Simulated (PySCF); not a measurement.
## Xenon: highly charged ions in a basis for the neutral atom

Xe⁸⁺ [Kr] 4d10, Xe⁹⁺ [Kr] 4d9. All numbers are calculated (PySCF 2.14, a scalar-relativistic core potential, in def2-TZVP with the def2 core potential (28 electrons)). No spin-orbit coupling, so a gap to NIST mixes the basis error with missing relativistic terms.

Changed run: basis of the neutral atom used for a highly charged ion. This setting is unsound on purpose.

```json
{"species": "Xe⁸⁺", "method": "UHF", "sound run (hartree)": "not run", "changed run (hartree)": "-313.01298", "converged": "yes"}
{"species": "Xe⁸⁺", "method": "TPSS", "sound run (hartree)": "not run", "changed run (hartree)": "-313.60760", "converged": "yes"}
{"species": "Xe⁸⁺", "method": "M06-L", "sound run (hartree)": "not run", "changed run (hartree)": "-314.03345", "converged": "yes"}
{"species": "Xe⁹⁺", "method": "UHF", "sound run (hartree)": "not run", "changed run (hartree)": "-306.42358", "converged": "yes"}
{"species": "Xe⁹⁺", "method": "TPSS", "sound run (hartree)": "not run", "changed run (hartree)": "-307.00612", "converged": "yes"}
{"species": "Xe⁹⁺", "method": "M06-L", "sound run (hartree)": "not run", "changed run (hartree)": "-307.39087", "converged": "yes"}
```

Ionisation energy of Xe⁸⁺:

```tsv
method	changed run (eV)	NIST (eV)
UHF	179.31	179.84 ± 0.12
TPSS	179.64	179.84 ± 0.12
M06-L	180.75	179.84 ± 0.12
```

The contracted functions were made for the neutral atom and can be too rigid for a highly charged ion.
